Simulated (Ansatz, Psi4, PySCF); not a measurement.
Species: C$_{5}$H$_{7}$Si, charge 0, multiplicity 2. SMILES: C1([SiH3])=[C]C=CC1
Structure (B3LYP-D3(BJ)/def2-TZVP (Ansatz, a program for electronic structure) minimum search):
```xyz
13

Si     2.0956     0.1303     0.0171
C      0.2468     0.0812     0.0483
C     -0.6078     0.9044     0.6572
C     -2.0113     0.5809     0.4797
C     -2.0513    -0.5204    -0.2927
C     -0.6521    -0.9470    -0.6423
H      2.5775     1.2824     0.8095
H      2.6593    -1.1235     0.5771
H      2.5898     0.2501    -1.3776
H     -2.8459     1.1257     0.8923
H     -2.9378    -1.0407    -0.6268
H     -0.4386    -1.9618    -0.2885
H     -0.4897    -0.9517    -1.7259
```
Charge 0, spin multiplicity 2.

Wanted: size of the dipole moment, in D. Conventions: 6-311+G** with 5d, 6d on Na to Ar in Ansatz; six Cartesian d functions in 6-31G* and its kin unless marked 5d; open shells spin-unrestricted; no spin-orbit coupling; non-relativistic; dispersion terms only where a functional's name holds one. Ab initio and DFT rows: single points at B3LYP-D3(BJ) geometries (Ansatz).

| level | program | size of the dipole moment (D) |
|---|---|---|
| PBE/3-21G | Ansatz | 1.76 |
| PBE/6-311+G** | Ansatz | 1.77 |
| BLYP/6-31G* | Ansatz | 1.76 |
| BP86/def2-SVP | PySCF | 1.77 |
| B3LYP/STO-3G | Ansatz | 0.83 |
| B3LYP/6-31G | Ansatz | 1.70 |
| B3LYP/6-31+G* | Ansatz | 1.73 |
| B3LYP/def2-SVP | Ansatz | 1.69 |
| B3LYP/6-311+G** | Ansatz | 1.71 |
| M06-2X/6-311+G** | PySCF | 1.59 |
| wB97X-D/6-31G* | Psi4 | 1.75 |
| wB97X-D/6-311+G** | Psi4 | 1.73 |
| B3PW91/6-31G* (5d) | PySCF | 1.76 |

No value to compare with is used here. The 13 habitual levels span 0.83 (B3LYP/STO-3G) to 1.77 D (PBE/6-311+G**).

The levels are drawn from those run, B3LYP/6-31G* more often than the rest, none by its result; left out are runs that failed, that the program found above a lower state of the same kind, or whose <S^2> lies over 0.5 above the pure value.
